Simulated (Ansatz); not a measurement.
Species: 1,1-difluoro-1-methoxyethane, C3H6F2O (charge 0, singlet). 
Geometry from a B3LYP-D3(BJ)/def2-TZVP (Ansatz, a quantum-chemistry and plane-wave program) optimisation:
```xyz
12

C      1.6896    -1.0185     0.2085
O      0.9300     0.1437     0.5371
C     -0.3139     0.2409    -0.0185
C     -1.2971    -0.8555     0.3206
F     -0.7976     1.4389     0.3963
F     -0.2022     0.3290    -1.3935
H      1.2729    -1.9125     0.6787
H      1.7462    -1.1582    -0.8719
H      2.6865    -0.8408     0.6028
H     -2.2649    -0.6085    -0.1111
H     -1.3901    -0.9337     1.4027
H     -0.9645    -1.8081    -0.0871
```
Charge 0, spin multiplicity 1.

Total electronic energies in hartree. Correlated levels leave the core frozen unless marked. No spin-orbit coupling. Non-relativistic. Basis-set limits of correlation are two-point, X^-3; Hartree-Fock from the larger set. [CCSD(T)-MP2]/basis is that difference in the basis named.

```json
[
 {"level": "HF/6-31G", "program": "Ansatz", "energy (Eh)": "-390.69512"},
 {"level": "HF/cc-pVDZ", "program": "Ansatz", "energy (Eh)": "-390.86439"},
 {"level": "BLYP-D3(BJ)/def2-TZVPD", "program": "Ansatz + dftd3", "energy (Eh)": "-392.93841"},
 {"level": "B3LYP/def2-TZVPD", "program": "Ansatz", "energy (Eh)": "-393.01831"},
 {"level": "BHLYP-D3(BJ)/def2-TZVPD", "program": "Ansatz + dftd3", "energy (Eh)": "-392.83760"},
 {"level": "B2GP-PLYP-D3(BJ)/def2-TZVPD", "program": "Ansatz + dftd3", "energy (Eh)": "-392.68405"},
 {"level": "MP2/STO-3G", "program": "Ansatz", "energy (Eh)": "-385.85593"},
 {"level": "RI-MP2/CBS(cc-pVTZ,cc-pVQZ)", "program": "Ansatz", "energy (Eh)": "-392.4427"},
 {"level": "RI-MP2/CBS(cc-pVTZ,cc-pVQZ)+[CCSD(T)-MP2]/cc-pVTZ", "program": "Ansatz", "energy (Eh)": "-392.5176"}
]
```

Totals of different functionals don't rank their quality; only differences between species are comparable.
